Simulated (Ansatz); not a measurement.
The cluster Rb4Br3⁺, relaxed as a singlet with RKS PBE-D4/def2-SVP in Ansatz, starting from the GFN2-xTB geometry. Force threshold 0.02 eV/Å.

In the def2 sets Rb takes a core potential; there is no spin–orbit coupling. The structure comes from a short search, and lower isomers may exist.

Start:

Cartesian coordinates in Å:
```
Rb 2.932 -1.337 -1.670
Rb 0.916 1.285 1.729
Rb -1.877 2.400 -1.895
Rb -2.000 -2.432 1.732
Br 1.081 -1.936 0.903
Br 1.161 1.368 -1.603
Br -2.213 0.652 0.803
```

Problem. Estimate the energy that the relaxation releases and the steps that it takes.

Solution. 12.8 kJ/mol, in 4 steps; 12 s on 4 threads of Arm Neoverse V2 on a shared host. No frequencies were taken in this run, so the end may be a saddle point.

Problem. Does the start keep its bonding and symmetry?

Solution. By distances, no bond broke or formed. The bond that changes most is Rb3–Br6, from 3.22 to 3.28 Å (atoms count from 1). The end is the same structure that another start reached. Point group Cs at the start, C3v at the end, both within 0.05 Å.

Problem. Predict the relaxed structure.

Solution. 
```xyz
7

Rb    2.750   -1.362   -1.720
Rb    0.888    1.229    1.661
Rb   -1.870    2.249   -1.941
Rb   -1.984   -2.424    1.586
Br    1.243   -2.061    1.110
Br    1.332    1.596   -1.644
Br   -2.358    0.773    0.949
```
Bond lengths (bridged metal pairs left out): 9 × Br–Rb 3.28 to 3.36 Å.
